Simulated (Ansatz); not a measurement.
Task: Name a neutral molecule of C, Cl, O, Ti and H with LUMO energy (ωB97M-V/def2-TZVPP) between 0.30 and 0.60 eV and HOMO energy (PBE/def2-TZVPP) between -5.30 and -5.00 eV (Ansatz, PBE0-D4/def2-TZVP geometry).

Result: `C[O][Ti]12345678([Cl])([C@@H]9[C@H]1[C@H]2[C@@]3(C)[C@@H]94)[C@@H]1[C@H]5[C@H]6[C@@]7(C)[C@@H]18` (0.43 eV, -5.24 eV). Other molecules can fit too; these were computed, each in one conformer that needn't be the lowest.
